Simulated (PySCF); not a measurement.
# Sb (antimony, neutral) across methods

[Kr] 4d10 5s1 5p4, high-spin 4P determinant (an excited configuration). Calculation: PySCF 2.14, in aug-cc-pVTZ-PP with one added diffuse shell each of d, f type with ECP28MDF (6s5p5d3f, 67 functions); a scalar-relativistic core potential. The B2PLYP total includes its PT2 part (frozen core); its orbital energies are those of the SCF part.

```json
{"method": "r2SCAN", "E (hartree)": "-240.0243", "mean ε 5s α (eV)": "-15.321", "mean ε 5p α (eV)": "-6.538", "mean ε 5p β (eV)": "-4.409", "Σ⟨r²⟩ (bohr²)": "61.11", "⟨S²⟩": "3.768"}
{"method": "B2PLYP", "E (hartree)": "-239.6537", "mean ε 5s α (eV)": "-18.129", "mean ε 5p α (eV)": "-8.116", "mean ε 5p β (eV)": "-5.420", "Σ⟨r²⟩ (bohr²)": "61.95", "⟨S²⟩": "3.766"}
{"method": "LDA", "E (hartree)": "-239.5368", "mean ε 5s α (eV)": "-14.672", "mean ε 5p α (eV)": "-6.176", "mean ε 5p β (eV)": "-4.531", "Σ⟨r²⟩ (bohr²)": "61.29", "⟨S²⟩": "3.755"}
{"method": "UHF", "E (hartree)": "-239.00601", "mean ε 5s α (eV)": "-21.476", "mean ε 5p α (eV)": "-10.145", "mean ε 5p β (eV)": "-5.730", "Σ⟨r²⟩ (bohr²)": "63.28", "⟨S²⟩": "3.798"}
{"method": "wB97M-V", "E (hartree)": "-239.8875", "mean ε 5s α (eV)": "-19.050", "mean ε 5p α (eV)": "-9.224", "mean ε 5p β (eV)": "-6.801", "Σ⟨r²⟩ (bohr²)": "61.48", "⟨S²⟩": "3.758"}
{"method": "BLYP", "E (hartree)": "-239.8670", "mean ε 5s α (eV)": "-14.228", "mean ε 5p α (eV)": "-5.802", "mean ε 5p β (eV)": "-4.389", "Σ⟨r²⟩ (bohr²)": "61.71", "⟨S²⟩": "3.755"}
{"method": "PBE", "E (hartree)": "-239.9127", "mean ε 5s α (eV)": "-14.483", "mean ε 5p α (eV)": "-6.104", "mean ε 5p β (eV)": "-4.401", "Σ⟨r²⟩ (bohr²)": "61.43", "⟨S²⟩": "3.757"}
{"method": "BHandHLYP", "E (hartree)": "-239.8643", "mean ε 5s α (eV)": "-17.995", "mean ε 5p α (eV)": "-8.044", "mean ε 5p β (eV)": "-5.617", "Σ⟨r²⟩ (bohr²)": "61.61", "⟨S²⟩": "3.762"}
{"method": "PBE0", "E (hartree)": "-239.9319", "mean ε 5s α (eV)": "-16.374", "mean ε 5p α (eV)": "-7.227", "mean ε 5p β (eV)": "-5.027", "Σ⟨r²⟩ (bohr²)": "61.29", "⟨S²⟩": "3.760"}
```

Energies and moments cover only the electrons outside the core potential.
